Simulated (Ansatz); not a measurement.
Two members of one family (GanFm), computed with Ansatz in the gas phase. Binding counts from free atoms in the multiplicity of their measured ground term, without zero-point energy. The structures are stationary points that may keep the symmetry of their start.

First: Ga2F4 (singlet, charge 0, r2SCAN-D4/def2-SVP geometry).

Cartesian coordinates in Å:
```
Ga -0.707 -0.748 0.621
Ga 0.706 0.749 -0.622
F 2.293 0.314 -1.200
F -0.680 -0.866 2.360
F 0.238 2.379 -1.027
F -1.850 -1.829 -0.133
```

```
              level  HOMO (eV)  LUMO (eV)  gap (eV)  binding per atom (eV)
    PBE-D4/def2-SVP      -8.24      -3.06      5.18                   3.70
   PBE-D4/def2-TZVP      -8.45      -3.24      5.21                   3.65
r2SCAN-D4/def2-TZVP      -8.82      -3.03      5.78                   3.60
   PBE0-D4/def2-SVP      -9.79      -2.37      7.42                   3.51
  PBE0-D4/def2-TZVP      -9.90      -2.47      7.43                   3.48
```

Second: Ga4F4 (singlet, charge 0, r2SCAN-D4/def2-SVP geometry).

```tsv
atom	x (Å)	y (Å)	z (Å)
Ga1	-1.790	-0.873	0.592
Ga2	-0.244	0.879	-1.867
Ga3	1.479	-1.455	-0.107
Ga4	0.554	1.449	1.382
F5	-1.135	1.118	0.082
F6	-0.425	-1.113	-1.061
F7	1.375	0.671	-0.455
F8	0.187	-0.675	1.434
```

Q: Estimate the same table for the second.

A: 
| level | HOMO (eV) | LUMO (eV) | gap (eV) | binding per atom (eV) |
| --- | --- | --- | --- | --- |
| PBE-D4/def2-SVP | -5.96 | -1.80 | 4.17 | 3.63 |
| PBE-D4/def2-TZVP | -5.99 | -1.88 | 4.11 | 3.48 |
| r2SCAN-D4/def2-TZVP | -6.29 | -1.73 | 4.56 | 3.42 |
| PBE0-D4/def2-SVP | -6.95 | -1.06 | 5.89 | 3.44 |
| PBE0-D4/def2-TZVP | -6.97 | -1.15 | 5.82 | 3.31 |
